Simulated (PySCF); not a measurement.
C₃H₈BNO, SMILES CNB1COC1. Geometry optimised at PBE-D3(BJ)/def2-SVP. This is a generated structure with no PubChem entry under its InChIKey; it may be hypothetical. Other conformers were not sampled.

Computed equilibrium geometry at PBE-D3(BJ)/def2-SVP (PySCF confirms it by a frequency run) as Cartesian coordinates in Å, and its point group (one conformer of several):
point group Cs.
```xyz
14

C     -0.2931     2.4984     0.0000
N      0.6073     1.3588     0.0000
B      0.2442     0.0147     0.0000
C      0.9830    -1.3962     0.0000
O     -0.3187    -2.0506     0.0000
C     -1.1085    -0.8267     0.0000
H     -1.3399     2.1393     0.0000
H     -0.1539     3.1398    -0.8975
H     -0.1539     3.1398     0.8975
H      1.6009     1.6044     0.0000
H      1.5870    -1.6717     0.8983
H      1.5870    -1.6717    -0.8983
H     -1.7690    -0.7569     0.8981
H     -1.7690    -0.7569    -0.8981
```
